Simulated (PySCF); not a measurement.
Ag(PH3)Cl (singlet state).
SMILES: `[PH3]->[Ag][Cl]`

The closed-shell ground state was solved at several levels (PySCF, density fitting, gas phase). Geometry: PBE0-D3(BJ)/def2-SVP; no solvent, vibrations or thermal averaging. Atoms past krypton carry effective core potentials; spin–orbit coupling is left out.

```
                          level  basis functions  HOMO (eV)  LUMO (eV)  gap (eV)  dipole (D)
PBE0/pcSseg-1 (def2-TZVP on Ag)              103      -7.02      -0.93      6.09        8.90
                B3LYP/def2-SVPD              109      -6.89      -1.23      5.66        8.71
```

Estimate the row for B3LYP/pcSseg-1 (def2-TZVP on Ag), a basis of 103 functions; the other rows only guide the guess.

HOMO -6.78 eV, LUMO -1.16 eV, gap 5.62 eV, dipole 8.66 D.

Over all these levels, which gives the widest orbital gap and which the narrowest?

PBE0/pcSseg-1 (def2-TZVP on Ag) (global hybrid, 25 % exact exchange) has the widest, 6.09 eV, and B3LYP/pcSseg-1 (def2-TZVP on Ag) (global hybrid, 20 % exact exchange) the narrowest, 5.62 eV. The two share the basis. From the narrowest to the widest the HOMO moves by -0.24 eV and the LUMO by +0.23 eV.

How far do the dipole and the HOMO energy spread over the levels?

The dipole runs from 8.66 to 8.90 D (mean 8.76 D) and the HOMO from -7.02 to -6.78 eV.
